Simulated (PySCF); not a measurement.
# The first ionisation energy along the 3d series

All values are computed (PySCF 2.14, energy differences of UHF-based or UKS calculations, no spin-orbit coupling). Values in eV. The last column holds reference values (NIST; (s) semi-empirical, (t) theoretical, else measured). Unmarked ones compare directly (S terms, centres of terms, or small fine structure); those marked * lie between the lowest fine-structure levels and include a spin-orbit shift.

```json
{"element": "Sc (aug-cc-pVTZ with one added diffuse shell each of s, p, d, f, g type, non-relativistic)", "configurations": "[Ar] 3d1 4s2 → [Ar] 3d1 4s1", "UHF": "5.362", "LDA": "6.658", "PBE": "n/a", "PBE0": "6.348", "MP2 (valence)": "6.075", "SCS-MP2 (valence)": "6.222", "reference": "6.562"}
{"element": "Ti (aug-cc-pVTZ with one added diffuse shell each of s, p, d, f, g type, non-relativistic)", "configurations": "[Ar] 3d2 4s2 → [Ar] 3d2 4s1", "UHF": "5.525", "LDA": "6.879", "PBE": "6.645", "PBE0": "6.527", "MP2 (valence)": "6.340", "SCS-MP2 (valence)": "6.514", "reference": "6.828"}
{"element": "V (aug-cc-pVTZ with one added diffuse shell each of s, p, d, f, g type, non-relativistic)", "configurations": "[Ar] 3d3 4s2 → [Ar] 3d4", "UHF": "5.910", "LDA": "6.195", "PBE": "6.120", "PBE0": "6.076", "MP2 (valence)": "6.326", "SCS-MP2 (valence)": "6.844", "reference": "6.732"}
{"element": "Cr (aug-cc-pVTZ with one added diffuse shell each of s, p, d, f, g type, non-relativistic)", "configurations": "[Ar] 3d5 4s1 → [Ar] 3d5", "UHF": "5.903", "LDA": "7.472", "PBE": "7.270", "PBE0": "6.933", "MP2 (valence)": "6.399", "SCS-MP2 (valence)": "6.068", "reference": "6.767"}
{"element": "Fe (aug-cc-pVTZ with one added diffuse shell each of s, p, d, f, g type, non-relativistic)", "configurations": "[Ar] 3d6 4s2 → [Ar] 3d6 4s1", "UHF": "6.363", "LDA": "8.034", "PBE": "7.731", "PBE0": "7.542", "MP2 (valence)": "7.467", "SCS-MP2 (valence)": "7.657", "reference": "7.904"}
{"element": "Co (aug-cc-pVTZ with one added diffuse shell each of s, p, d, f, g type, non-relativistic)", "configurations": "[Ar] 3d7 4s2 → [Ar] 3d8", "UHF": "7.849", "LDA": "7.380", "PBE": "7.284", "PBE0": "7.382", "MP2 (valence)": "6.971", "SCS-MP2 (valence)": "7.003", "reference": "7.869"}
{"element": "Ni (aug-cc-pVTZ with one added diffuse shell each of s, p, d, f, g type, non-relativistic)", "configurations": "[Ar] 3d8 4s2 → [Ar] 3d9", "UHF": "7.716", "LDA": "7.023", "PBE": "7.133", "PBE0": "7.228", "MP2 (valence)": "6.466", "SCS-MP2 (valence)": "6.677", "reference": "7.640 *"}
{"element": "Cu (aug-cc-pVTZ-PP with one added diffuse shell each of s, p, d, f, g type with ECP10MDF, ECP)", "configurations": "[Ar] 3d10 4s1 → [Ar] 3d10", "UHF": "6.584", "LDA": "8.632", "PBE": "8.343", "PBE0": "7.941", "MP2 (valence)": "7.672", "SCS-MP2 (valence)": "7.503", "reference": "7.726"}
{"element": "Zn (aug-cc-pVTZ-PP with one added diffuse shell each of s, p, d, f, g type with ECP10MDF, ECP)", "configurations": "[Ar] 3d10 4s2 → [Ar] 3d10 4s1", "UHF": "7.793", "LDA": "9.911", "PBE": "9.564", "PBE0": "9.253", "MP2 (valence)": "9.221", "SCS-MP2 (valence)": "9.237", "reference": "9.394"}
```

Question: Fill in the row of Mn (aug-cc-pVTZ with one added diffuse shell each of s, p, d, f, g type, non-relativistic) ([Ar] 3d5 4s2 → [Ar] 3d5 4s1).

Answer: UHF 5.973; LDA 7.495; PBE 7.170; PBE0 7.030; MP2 (valence) 6.992; SCS-MP2 (valence) 7.217; reference 7.434 (eV).

"Valence" correlates the outer s and p shells and, in groups 3 to 12 and the f block, the outer d or f shell, open or full, or the next shell where the ion has no valence electron left; the wider scheme adds the next inner shell.
